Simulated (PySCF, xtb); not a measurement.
NbOCl3, SMILES [O]=[Nb]([Cl])([Cl])[Cl], multiplicity 1.

Harmonic wavenumbers (cm⁻¹) from xtb with GFN2-xTB at its own minimum, in rising order: 109, 109, 121, 150, 150, 327, 363, 364, 844.

What does B3LYP-D3(BJ)/def2-SVP in PySCF 2.14.0 give at its own minimum? (Estimate from the structure and the level; the computed values follow.)

105, 105, 129, 219, 219, 390, 442, 442, 1046. Paired by order, the mean absolute difference is 64 cm⁻¹ and the zero-point energies are 3.6 and 4.4 kcal/mol.
